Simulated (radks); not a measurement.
The numbers below are computed, except where a source is named.
Ce V, configuration [Xe] (the NIST ground configuration). Code: a radial shooting solver on a logarithmic mesh with Libxc functionals. Model: scalar-relativistic Kohn-Sham, BLYP, spin-polarised, spherical densities, point nucleus.

Radial electron density D(r) = 4 pi r^2 rho(r):

r (bohr)  D(r) (e/bohr)
0.002603          13.03
0.003444          19.61
0.004521          28.32
0.005981          39.69
0.007851          52.33
0.01039           64.97
0.01363           73.80
0.01804           76.24
0.02368           72.13
0.03133           67.20
0.04146           71.38
0.05441           86.72
0.072             99.91
0.0945            93.14
0.125             75.90
0.1641            77.15
0.2172            86.57
0.285             66.31
0.3771            35.05
0.495             33.06
0.655             34.57
0.8597            20.39
1.138             10.47
1.505             7.749
1.976             4.034
2.614            0.9605
3.431           0.09844
4.54           0.002889

D(r) has 4 maxima, at r = 0.0172, 0.0761, 0.214, 0.590 bohr, and minima at 0.0329, 0.141, 0.432 bohr, inside which lie 1.95, 11.17, 28.90 electrons.
